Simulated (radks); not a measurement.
Question: Species: Sn XV. Configuration: [Kr] (the NIST ground configuration). Calculated with a radial shooting solver on a logarithmic mesh with Libxc functionals: scalar-relativistic Kohn-Sham, r2SCAN, spin-polarised, spherical densities, finite nucleus; meta-GGA in the generalised Kohn-Sham scheme; Fermi nuclear charge, rms radius 4.6519 fm. Some entries of the table are withheld. Estimate them.

| orbital | occ. | eigenvalue (hartree) | <r^2> (bohr^2) | r(max) (bohr) |
|---|---|---|---|---|
| 1s | 2 | (1) | 0.001143 | 0.01878 |
| 2s | 2 | (2) | 0.01854 | 0.1060 |
| 2p | 6 | -157.2656 | 0.01465 | 0.08496 |
| 3s | 2 | -43.11064 | 0.1297 | 0.3062 |
| 3p | 6 | -37.62527 | 0.1302 | 0.2996 |
| 3d | 10 | -29.25074 | 0.1146 | 0.2500 |
| 4s | 2 | -15.48627 | 0.6448 | 0.7178 |
| 4p | 6 | -13.64153 | 0.7063 | 0.7461 |

Answer: 
(1) 1s eigenvalue (hartree): -1080.226
(2) 2s eigenvalue (hartree): -173.9102
